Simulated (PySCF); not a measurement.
Compound: C₃H₆ClOSi₂ (doublet state).
Atom-mapped SMILES: `[CH:1]#[C:2][CH2:3][Si:4]([Cl:5])[O:6][SiH3:7]` (hydrogens: H8 on C1; H9, H10 on C3; H11, H12, H13 on Si7)

Cartesian coordinates in Å at the GFN2-xTB level; atoms count from 1:
```xyz
13
C3H6ClOSi2 angstrom
C     -2.056    1.598   -0.417
C     -1.812    0.426   -0.388
C     -1.479   -0.974   -0.353
Si     0.183   -1.336   -1.264
Cl     0.883   -3.152   -0.648
O      1.260   -0.217   -0.823
Si     2.087    0.785    0.161
H     -2.295    2.618   -0.439
H     -1.362   -1.286    0.690
H     -2.292   -1.556   -0.788
H      2.395    1.928   -0.689
H      1.215    1.122    1.285
H      3.269    0.044    0.595
```

The hyperfine couplings belong to this conformer and change with its torsions.

Method: PySCF 2.14.0, UKS B3LYP, pcH-1 on C Cl H O Si, non-relativistic, mean-field spin-orbit, GIAO. Isolated species at its GFN2-xTB geometry (one conformer only). GFN2-xTB frequencies show an imaginary mode (27i cm⁻¹), so this geometry is no minimum at that level. A GFN2-xTB geometry isn't a minimum of the functional, and hyperfine couplings can be far from their values at a DFT geometry, by a factor of two or more for some ions and for spin on atoms past the first row. Stability of the SCF solution: not tested.

Principal values of hyperfine tensors in MHz (contact, dipolar and spin–orbit terms together), for some of the nuclei:

```tsv
atom	isotope	A1	A2	A3
C3	13C	81.59	82.31	113.21
O6	17O	-87.10	-59.94	-58.84
Cl5	35Cl	11.71	12.46	69.52
H9	1H	21.53	27.42	34.08
Si7	29Si	-17.14	-9.64	-9.40
C2	13C	-8.17	-7.12	-4.85
H10	1H	-13.10	-9.18	2.78
H12	1H	3.89	4.43	7.14
```

Task: Split each tensor into its isotropic and traceless parts, and turn a_iso into mT with g = 2.0028.

Result: a_iso = (A1 + A2 + A3)/3, Ti = Ai − a_iso; 1 mT corresponds to 28.031 MHz. The tensors hold a spin–orbit part: the run splits a_iso into a_FC + a_SO, and T includes its anisotropic share.

```json
{"atom": "C3", "a_iso (MHz)": "92.37", "a_FC": "92.35", "a_SO": "0.02", "a_iso (mT)": "3.295", "T1": "-10.78", "T2": "-10.06", "T3": "20.84"}
{"atom": "O6", "a_iso (MHz)": "-68.63", "a_FC": "-68.52", "a_SO": "-0.11", "a_iso (mT)": "-2.448", "T1": "-18.47", "T2": "8.69", "T3": "9.78"}
{"atom": "Cl5", "a_iso (MHz)": "31.23", "a_FC": "30.88", "a_SO": "0.36", "a_iso (mT)": "1.114", "T1": "-19.52", "T2": "-18.77", "T3": "38.29"}
{"atom": "H9", "a_iso (MHz)": "27.68", "a_FC": "27.68", "a_SO": "0.00", "a_iso (mT)": "0.987", "T1": "-6.15", "T2": "-0.26", "T3": "6.40"}
{"atom": "Si7", "a_iso (MHz)": "-12.06", "a_FC": "-12.09", "a_SO": "0.03", "a_iso (mT)": "-0.430", "T1": "-5.08", "T2": "2.42", "T3": "2.66"}
{"atom": "C2", "a_iso (MHz)": "-6.71", "a_FC": "-6.71", "a_SO": "0.00", "a_iso (mT)": "-0.240", "T1": "-1.46", "T2": "-0.41", "T3": "1.87"}
{"atom": "H10", "a_iso (MHz)": "-6.50", "a_FC": "-6.50", "a_SO": "0.00", "a_iso (mT)": "-0.232", "T1": "-6.60", "T2": "-2.68", "T3": "9.28"}
{"atom": "H12", "a_iso (MHz)": "5.16", "a_FC": "5.15", "a_SO": "0.00", "a_iso (mT)": "0.184", "T1": "-1.27", "T2": "-0.72", "T3": "1.99"}
```

Task: What spin density at the nucleus of O6 lies behind its contact coupling (g_N = -0.75752)?

Result: a_FC = 800.24 MHz bohr³ × g_N × ρ(0)/(2S). With a_FC = -68.52 MHz and 2S = 1, ρ(0) = 0.113 bohr⁻³. The nuclear moment is negative, so coupling and spin density have opposite signs.

Task: Si4 (29Si, g_N = -1.11058) isn't in the table. Its spin density at the nucleus is 1.009 bohr⁻³. What is its contact coupling?

Result: By the same relation, a_FC = -896.6 MHz. The spin–orbit term adds +0.85 MHz. Its full tensor has the principal values -1029.67, -829.57, -828.13 MHz.

Task: Name the largest traceless tensor T of the table and describe it.

Result: Cl5: -19.5, -18.8, 38.3 MHz (the dipolar term alone has -19.7, -19.0, 38.7), axial, in the ratio −1:−1:+2.

Task: In a single crystal, with the field along each principal axis of the tensor of Cl5 in turn, what first-order splitting does this nucleus give (isotropic g, quadrupole terms neglected)?

Result: 4 lines (I = 3/2), spaced by |A_i|/(g × 13.996): 0.42, 0.44, 2.48 mT along the axes of A1, A2 and A3.

On an Arm Neoverse V1 with one thread, no GPU, on a shared host, this took 79 s of wall time (with the writing of density and orbital grids) and 0.93 GiB of memory at its peak.
